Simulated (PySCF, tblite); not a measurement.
Species: C₅H₁₅NSi₃.
Atom-mapped SMILES: `[CH:1]#[C:2][C@@:3]([CH3:4])([SiH2:5][CH3:6])[N:7]([SiH3:8])[SiH3:9]` (hydrogens: H10 on C1; H11, H12, H13 on C4; H14, H15 on Si5; H16, H17, H18 on C6; H19, H20, H21 on Si8; H22, H23, H24 on Si9)

Jobs on this species (24 atoms, 94 electrons) with PySCF (density fitting) and tblite. Hardware of each: Intel Xeon at 2.50 GHz, one thread (shared host). Other jobs ran on the host; a repeat could differ by tens of per cent or more.

| level and settings | work | basis functions | SCF cycles | wall time |
| --- | --- | --- | --- | --- |
| GFN2-xTB | Hessian by finite differences | – | – | ? |
| PBE0/pcSseg-1 | shieldings, charges and field gradients | 249 | 15 | 2.8 min |
| GFN2-xTB | L-BFGS relaxation | – | – | 10 s |

**Question.** Fill in the missing figures.

**Answer.** 
- GFN2-xTB; Hessian by finite differences: 5.5 s

**Question.** What do all jobs in the table cost together?

**Answer.** About 3.1 min; the longest takes about 92 % of that, and about 31 times as long as the shortest.
